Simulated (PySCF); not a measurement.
Gas-phase reaction: SnHCl3 + SnH3Cl = 2 SnCl2 + 4 H

Energies from PySCF, thermal terms from the rigid-rotor harmonic-oscillator model, ideal gas at 1 bar. † marks an energy on the PBE0/def2-TZVP geometry and frequencies; other levels use their own. MP2 and CCSD(T) freeze the core. Open shells (unrestricted): H (multiplicity 2); the rest are closed-shell singlets. Sn: scalar-relativistic def2 core potential, no spin-orbit coupling. SnHCl3, SnH3Cl: computed as isolated molecules; such fragments, hydroxides, amides, oligomers or adducts are transient or little studied in the gas. MP2 isn't extrapolated to the basis-set limit. CCSD(T) isn't extrapolated to the basis-set limit.

```tsv
level	ΔH°(298 K), kJ
CCSD(T)/def2-SVP†	794
CCSD(T)/def2-TZVPP†	818
HF/def2-TZVP†	…
MP2/def2-TZVPP†	…
PBE/def2-SVP	…
PBE0/def2-QZVP†	768
PBE0/def2-SVP†	760
PBE0/def2-TZVP	…
LDA/def2-TZVP†	871
```

Problem. What belongs in the gaps?

Solution. 
- HF/def2-TZVP†, ΔH°(298 K), kJ: 619
- MP2/def2-TZVPP†, ΔH°(298 K), kJ: 753
- PBE/def2-SVP, ΔH°(298 K), kJ: 726
- PBE0/def2-TZVP, ΔH°(298 K), kJ: 767
